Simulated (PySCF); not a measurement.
These 2 structures share the formula C6H7OP. Method: PBE0-D3(BJ)/def2-SVP geometry optimisation, gas phase in PySCF 2.14.0. One conformer each; no zero-point energy, no entropy. No frequencies were run at this level. Point groups hold within 0.08 Å.

Question: Rank from lowest to highest electronic energy at this level (kJ/mol).
A. `[CH3:1][O:2][c:3]1[cH:4][cH:5][cH:6][cH:7][p:8]1` with C1–O2–C3–C4 -179°
B. `[CH2:1]=[CH:2][c:3]1[o:4][cH:5][c:6]([CH3:7])[p:8]1` with C1–C2–C3–O4 176°

Answer: A (0.0), B (43.7).

As drawn, the higher has a C=C bond outside aromatic rings, which the lower lacks.

| SMILES | E (Eh) | E rel (kJ/mol) | dipole (D) | point group | A, B, C (MHz) |
| --- | --- | --- | --- | --- | --- |
| COc1ccccp1 | -648.59987 | 0.0 | 0.43 | Cs | 3490, 1463, 1038 |
| C=Cc1occ(C)p1 | -648.58321 | 43.7 | 1.15 | near Cs | 4394, 1196, 946.1 |

Question: How do the relative energies change in single points at PBE0/pcSseg-1 (no added dispersion term) on the same geometries?

Answer: 
```tsv
SMILES	PBE0-D3(BJ)/def2-SVP (kJ/mol)	PBE0/pcSseg-1 (kJ/mol)	shift
COc1ccccp1	0.0	0.0	0.0
C=Cc1occ(C)p1	43.7	39.7	-4.0
```

Each column counts from its own lowest isomer. The order is unchanged; the largest shift is 4.0 kJ/mol.
